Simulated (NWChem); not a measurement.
# hydrogen iodide (HI) in NWChem

```
I
H 1 1.6328
```
Charge 0, spin multiplicity 1.

Program: NWChem. All single points use one geometry, from PBE/def2-SVP with def2 effective core potentials on I, a minimum by its harmonic frequencies.

Effective core potentials replace the inner electrons of I; spin-orbit coupling is left out. The correlated methods keep 4 core orbitals frozen. No SCF solution was tested for a lower state. Open-shell Hartree-Fock references start from PBE0 orbitals.

Worked example. At MP2/def2-TZVP the molecule has a total energy of -297.74434 Ha and the free atoms (multiplicities I 2, H 2) I -297.12566, H -0.49981 Ha. The electronic atomisation energy is the atoms' sum less the molecule's energy.

1·(-297.12566) + 1·(-0.49981) = -297.62547 Ha for the atoms; less the molecule's energy this leaves 0.11887 Ha, or 74.6 kcal/mol (312 kJ/mol), without zero-point, thermal or spin-orbit terms. For one electron MP2 and coupled cluster equal Hartree-Fock, which gives the hydrogen atom's value.
